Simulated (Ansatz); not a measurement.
Relaxation of a periodic cell of 17 atoms, Be16B (host Be, host structure hcp, interstitial B), to a largest force component of 0.03 eV/Å in at most 60 steps.

All numbers below come from Ansatz, DFT LDA, scalar-relativistic, plane waves, PAW. Settings: cutoff 420 eV, k mesh 5x6x4, fermi-dirac smearing 0.15 eV, no spin polarisation.

```xyz
17
Lattice="-2.2900 -3.9664 0.0000 3.4350 -1.9832 0.0000 0.0000 0.0000 7.1769" Properties=species:S:1:pos:R:3:forces:R:3
Be 0.000 -3.966 0.000 -0.10 0.06 -0.02
Be 0.000 -2.644 1.794 -0.02 -0.20 -0.31
Be 0.000 -3.966 3.588 0.58 -0.34 -0.08
Be 0.000 -2.644 5.383 -0.23 -3.89 2.64
Be -1.145 -1.983 0.000 -0.20 -0.13 0.31
Be 2.290 -2.644 1.794 -0.24 0.14 -0.32
Be -1.145 -1.983 3.588 -1.82 -1.17 -1.52
Be 2.290 -2.644 5.383 -1.20 0.73 1.65
Be 1.145 -1.983 0.000 0.25 -0.14 0.41
Be 1.145 -0.661 1.794 0.17 0.12 -0.28
Be 1.145 -1.983 3.588 1.91 -1.04 -2.39
Be 1.145 -0.661 5.383 2.39 1.69 1.93
Be 0.000 0.000 0.000 0.02 0.25 0.29
Be 1.145 -4.627 1.794 0.09 -0.04 -0.01
Be 0.000 0.000 3.588 0.16 1.49 -1.05
Be 1.145 -4.627 5.383 -0.60 0.33 0.13
B 0.031 -1.376 4.523 -1.16 2.14 -1.38
```

Problem. Where does it end, and by what steps?

Solution. The forces met the threshold. The force dipped under the threshold on the way, but the program's further checks kept it going. Limits of this set-up: coarse k mesh, odd electron count without spin. After 16 steps the energy has fallen by 2.370 eV; B17 moved furthest, 0.93 Å. Joined: Be3–B17, Be10–B17.

```
step  energy less start (eV)  largest force component (eV/Å)  accepted
   0                  0.0000                           3.889       yes
   1                 -0.9843                           2.027       yes
   2                 -1.4914                           0.250       yes
   3                 -1.4960                           0.317       yes
   4                 -1.5538                           0.270       yes
   5                 -1.7261                           0.797       yes
   6                 -1.8904                           0.648       yes
   7                 -2.0264                           0.418       yes
   8                 -2.1544                           0.321       yes
   9                 -2.1926                           0.346       yes
  10                 -2.2687                           0.300       yes
  11                 -2.3058                           0.317       yes
  12                 -2.3441                           0.235       yes
  13                 -2.3549                           0.184       yes
  14                 -2.3658                           0.087       yes
  15                 -2.3701                           0.023       yes
  16                 -2.3701                           0.023       yes
```

```xyz
17
Lattice="-2.2900 -3.9664 0.0000 3.4350 -1.9832 0.0000 0.0000 0.0000 7.1769" Properties=species:S:1:pos:R:3
Be -0.003 -3.928 0.027
Be -0.118 -2.800 1.709
Be -0.299 -4.000 3.746
Be 0.037 -2.513 5.367
Be -1.170 -1.967 -0.065
Be 2.303 -2.737 1.693
Be -0.711 -1.983 3.473
Be 2.202 -2.405 5.331
Be 1.071 -1.886 0.098
Be 0.997 -0.932 2.189
Be 1.139 -2.840 3.389
Be 1.029 -0.322 5.627
Be -0.095 0.111 0.057
Be 1.078 -4.589 1.864
Be -0.278 0.116 3.579
Be 1.121 -4.416 5.331
B 0.887 -1.306 4.168
```

Whether the end is a true minimum wasn't checked by a vibrational analysis.

Time of the run: 110 s on 2 threads of AMD EPYC 7B13 (Zen 3), with other jobs on the host, peak memory 0.59 GiB.
